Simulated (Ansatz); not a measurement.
Ansatz (a program for electronic structure) input:

Ansatz 0.2 input:
```yaml
crystal:
  periodic: [false, false, false]
  atoms:
    - {symbol: Si, position_ang: [-0.66137195, 0.03005843, -0.19888276]}
    - {symbol: O, position_ang: [1.09730139, -0.03296704, 0.34173299]}
    - {symbol: H, position_ang: [-0.79969106, -1.14519495, -1.06253542]}
    - {symbol: H, position_ang: [-1.31574999, -0.04837442, 1.10877414]}
    - {symbol: H, position_ang: [-0.65725992, 1.33019804, -0.87264013]}
    - {symbol: H, position_ang: [1.83771109, 0.29480227, -0.19634367]}
    - {symbol: H, position_ang: [1.41578613, -0.58851267, 1.07323982]}
basis:
  gaussian:
    orbitals: def2-TZVPD
hamiltonian:
  xc: {name: B97M-V}
total_charge: 1
output: {forces: true}
```

**Question.** Which total energy does the run end on?

**Answer.** -367.38709 Eh (B97M-V/def2-TZVPD). The basis has 128 functions.

It need not be the lowest isomer of its formula.
